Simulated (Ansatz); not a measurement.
Total energies of [Au(NH3)2]+ (AuN₂H₆⁺) from Ansatz at PBE-D4/def2-TZVP, gas phase (1 Eh = 27.2114 eV = 2625.5 kJ/mol). The reference geometry is relaxed at PBE-D4/def2-TZVP.

```csv
state,geometry,energy (Eh)
charge 1 singlet,reference,-248.64947
charge 2 doublet,reference,-248.10217
charge 0 doublet,reference,-248.77821
```

In the def2 sets Au takes a core potential; there is no spin–orbit coupling.

Question: Work out the vertical ionisation energy to the doublet.

Answer: E(charge 2 doublet) − E(charge 1 singlet) = -248.10217 − (-248.64947) = 0.54730 Eh = 14.89 eV. For comparison, −ε of the highest occupied level is 11.19 eV at this level, 3.70 eV less.

Question: Work out the vertical electron affinity, to the doublet.

Answer: E(charge 1 singlet) − E(charge 0 doublet) = -248.64947 − (-248.77821) = 0.12874 Eh = 3.50 eV.

Question: Give the fundamental gap IE − EA, the Mulliken electronegativity (IE + EA)/2 and the hardness (IE − EA)/2.

Answer: From the values in Eh: IE − EA = 0.54730 − 0.12874 = 0.41856 Eh = 11.39 eV; (IE + EA)/2 = 9.20 eV; (IE − EA)/2 = 5.69 eV. The HOMO–LUMO gap of the same run is 5.40 eV, 5.99 eV smaller than the fundamental gap.
